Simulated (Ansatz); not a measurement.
`CSB(F)Cl` + H₂O → `CSB(O)F` + HCl at 600 K and 1 bar (formal hydrolysis of a B–Cl bond).

Calculated with Ansatz (gas phase, PBE0-D4/def2-TZVP geometries, no zero-point term in ΔE). CBS: MP2 limit from def2 TZ/QZ plus the TZ coupled-cluster correction, frozen cores. This one scheme is used for every species. One conformer a species, not always the lowest.

```
   species  CCSD(T)/CBS energy (Eh)  H − E (kJ/mol)  S (J/(mol·K))
`CSB(F)Cl`              -1022.12842           176.9          417.8
       H₂O                -76.37941            76.8          212.8
 `CSB(O)F`               -638.14232           215.1          412.1
       HCl               -460.38127            35.4          207.2
```

H − E and S are ideal-gas, rigid-rotor, harmonic terms from PBE0-D4/def2-TZVP, for one conformer and one mirror image of each species. 1 Eh = 2625.50 kJ/mol, R = 8.31446 J/(mol·K).

Question: By hand: ΔE, ΔH, ΔS and ΔG.

Answer: ΔE = (-638.14232) + (-460.38127) − (-1022.12842) − (-76.37941) = -0.01576 Eh = -41.4 kJ/mol. Δ(H − E) = 215.1 + 35.4 − 176.9 − 76.8 = -3.2, so ΔH = -44.6 kJ/mol. ΔS = 412.1 + 207.2 − 417.8 − 212.8 = -11.3 J/(mol·K). ΔG = -44.6 − 600 × (-11.3)/1000 = -37.8 kJ/mol.

Question: By hand: the equilibrium constant, and the temperature at which ΔG would vanish if ΔH and ΔS stayed fixed.

Answer: log₁₀ K = −ΔG/(RT ln 10) = 3.3. ΔG = 0 at ΔH/ΔS = 3947 K, far beyond where these terms or the molecules hold.

The number of gas molecules stays the same, so ΔS is small and ΔH decides. A doubt of 5 kJ/mol in ΔE shifts log₁₀ K by 0.4 here. Other conformers and mirror images would add mixing entropy, several J/(mol·K) or more a flexible species. These are equilibria of isolated gas molecules and say nothing of rates. Largest T1 diagnostic: 0.012 (customary marks: 0.02 for closed shells, 0.045 for open ones).
